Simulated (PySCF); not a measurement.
Cs₂F₂ was optimised in PySCF in the def2-TZVP basis family (density fitting, no spin–orbit coupling) with several functionals.

One of them gave a singlet of D2h symmetry with a mean bond of 2.642 Å to Cs, wavenumbers 80, 87, 206, 216, 236, 270 cm⁻¹ and a HOMO–LUMO gap of 5.98 eV.

Q: Which level of theory was it?
A. PBE0
B. PBE
C. B3LYP

A: C. That is B3LYP, with Cs–F 2.642 Å (×4). The others give PBE0 2.616 Å and 277 cm⁻¹ for the highest mode; PBE 2.628 Å and 270 cm⁻¹ for the highest mode.

Each species is the lowest minimum found with this bonding; other isomers or fragments can lie lower.
